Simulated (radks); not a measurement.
Values are calculated unless marked as measured or tabulated.
Excited configurations of N: one electron is placed in a higher orbital outside [He] 2s2 2p2. The ground configuration is [He] 2s2 2p3. Code: a radial shooting solver on a logarithmic mesh with Libxc functionals. Model: scalar-relativistic Kohn-Sham, r2SCAN, spin-polarised, spherical densities, finite nucleus; open shells are filled with parallel spins first; meta-GGA in the generalised Kohn-Sham scheme; Fermi nuclear charge, rms radius 2.5582 fm. Excitation = E - E(ground); binding = E(ion) - E, where the ion is the core of charge +1; n* = 1/sqrt(2 binding) in atomic units, and the quantum defect is n - n*.

3d: excitation (eV) 13.960; binding (eV) 1.510; n* 3.002; quantum defect -0.002; eigenvalue (eV) -0.692; <r> (bohr) 10.51
4d: excitation (eV) 14.546; binding (eV) 0.924; n* 3.837; quantum defect 0.163; eigenvalue (eV) -0.524; <r> (bohr) 20.05
7d: excitation (eV) 15.147; binding (eV) 0.323; n* 6.490; quantum defect 0.510; eigenvalue (eV) -0.215; <r> (bohr) 66.30

The Delta-SCF ionisation energy is 15.470 eV (NIST Atomic Spectra Database: 14.534 eV, measured). Self-interaction in the functional shifts the binding energies and quantum defects, so they are the method's values and not measured ones. Open shells are spherical and high-spin; term and fine-structure splittings are not resolved.
